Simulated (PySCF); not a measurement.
Coordinates in bohr (charge 1 multiplicity 1):
```
S     0.0000    0.0000    0.0000
Na    4.6938    0.0000    0.0000
Na   -2.3469    4.0650    0.0000
Na   -2.3470   -4.0650    0.0000
```

Computed with PySCF, PBE0, basis S def2-TZVP, Na def2-TZVP (no relativity, density fitting).

This geometry of [Na3S]+ is a stationary point at this level.

What is the point group?

D3h.

Is it a minimum?

Yes: all harmonic wavenumbers are real, though the softest, 56 cm⁻¹, leaves little margin.

What are the dipole moment and the gap between the highest occupied and lowest empty levels?

0.00 D about the centre of mass and 3.90 eV.

Give the ideal-gas entropy at 298.15 K and 1 bar by parts.

translation 166.4, rotation 103.4, vibration 70.4, spin 0.0; total 340.2 J/(mol K).

Other isomers or separated fragments may lie lower.
